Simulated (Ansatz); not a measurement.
Cl₂H₂OSn (`[OH][SnH]([Cl])[Cl]`), charge 0, multiplicity 1.

Give a relaxed structure at PBE0-D4/def2-TZVP (Ansatz 0.2.0). (Estimate.)

The calculation gave: 
```xyz
6

O    -1.313    0.847   -0.275
Sn    0.084   -0.456    0.051
Cl    1.121    0.073    2.046
Cl    1.697   -0.216   -1.586
H    -0.997    1.754   -0.304
H    -0.592   -2.002    0.068
```
Point group Cs.
